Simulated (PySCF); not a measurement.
B3LYP has the VWN-RPA correlation part, as in Gaussian. 

```xyz
7

B      1.7176    -0.0354     0.3305
Si     0.1286     0.8261    -0.0044
B     -1.2558    -0.5041    -0.2230
H      2.6558    -0.7157     0.5341
H      0.0821     2.2992    -0.0646
H     -2.3898    -0.2230    -0.4502
H     -0.9385    -1.6471    -0.1224
```

Charge 0, multiplicity 1.

Give the Mulliken and meta-Löwdin atomic charges from B3LYP-D3(BJ)/def2-TZVP in PySCF.


| atom | Mulliken (e) | meta-Löwdin (e) |
|---|---|---|
| B1 | 0.11 | -0.05 |
| Si2 | -0.14 | 0.24 |
| B3 | -0.07 | -0.26 |
| H4 | 0.08 | 0.06 |
| H5 | -0.01 | -0.04 |
| H6 | 0.01 | 0.03 |
| H7 | 0.01 | 0.03 |
